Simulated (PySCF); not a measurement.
## Assignment exercise: C4H4F3N3

Numbering as in the mapped SMILES `[F:1][C:2]([F:3])([F:4])[CH2:5][n:6]1[cH:7][n:8][n:9][cH:10]1`; H(Xn) means a hydrogen on atom n.

Isolated molecule, single conformer, one averaged value for each set of equivalent atoms, no relativistic terms. GFN2-xTB structure; shielding tensors at PBE0/pcSseg-1 (GIAO); PySCF 2.14.

References, each an isolated molecule treated in the same way: $^{13}$C (σ = 186.93 ppm), $^{1}$H (σ = 31.72 ppm) vs TMS.

(1) Assign these signals to the numbered atoms. $^{13}$C{$^{1}$H} NMR (computed): δ 146.5, 131.7, 49.8.

(2) Assign these signals to the numbered atoms. $^{1}$H NMR (500 MHz, computed): δ 7.93 (s, 2H), 4.47 (m, 2H).

Answers

(1) 
146.5 → C7/C10, aromatic CH between two ring heteroatoms
131.7 → C2, CF3 carbon: 3 electronegative neighbours deshield it
49.8 → C5, sp3 CH2 bonded to N: pulled downfield by the heteroatom

(2) 
```tsv
δ (ppm)	atoms	environment	reason
7.93	H(C7)/H(C10)	hydrogen on an aromatic CH between two ring heteroatoms	ring-current deshielding
4.47	H(C5)	hydrogen on an sp3 CH2 bonded to N	its carbon carries N, hence the downfield position
```

Splittings by $^{19}$F in the carbon and heteronuclear signals aren't shown, as no couplings were computed. Shifts are as computed. Against solution values, carbons near 30 ppm lie about +3 ppm off and those near 130 ppm about +5 ppm. Of 1211 compounds with measured shifts, 218 miss one by over three times the rms of a fit or turn the order of signals round; such compounds aren't used in these exercises. Multiplicities follow the n + 1 count of equivalent neighbours, as no J values were calculated; m marks all less simple cases, F and P coupling included.
